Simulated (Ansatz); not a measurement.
Reactions of C$_{3}$H$_{9}$NOS$_{2}$W (`C[O][W](=[S])(=[S])[N](C)C`).

Isolated molecules relaxed with PBE0-D4/def2-TZVP in Ansatz; ΔE leaves out vibrations. CCSD(T)/CBS adds triple-zeta CCSD(T) − MP2 to the extrapolated MP2 energy (def2 sets, frozen cores). This one scheme is used for every species. Triplets are unrestricted, without spin–orbit coupling. Elements past krypton have def2 core potentials. For W outer-core shells are correlated without core-valence functions, which leaves a few kJ/mol of doubt a bond. Each species was taken in one conformer, which may not be the lowest.

Problem. Order these by ΔE at CCSD(T)/CBS, lowest first. (Best estimate.)
A. `C[O][W](=[S])(=[S])[N](C)C` + CH₄ → `C[N](C)[W]([CH3])(=[S])=[S]` + CH₃OH
B. `C[O][W](=[S])(=[S])[N](C)C` → `[CH2]` (triplet) + `C[N](C)[W]([OH])(=[S])=[S]`
C. `C[O][W](=[S])(=[S])[N](C)C` + H–F → `C[O][W]([F])(=[S])=[S]` + `CNC`
D. `C[O][W](=[S])(=[S])[N](C)C` + H₂O → `C[N](C)[W]([OH])(=[S])=[S]` + CH₃OH

Solution. C (-2.7 kcal/mol), D (+4.2 kcal/mol), A (+26.2 kcal/mol), B (+93.8 kcal/mol).

Largest T1 diagnostic: 0.022, for `C[O][W]([F])(=[S])=[S]`.
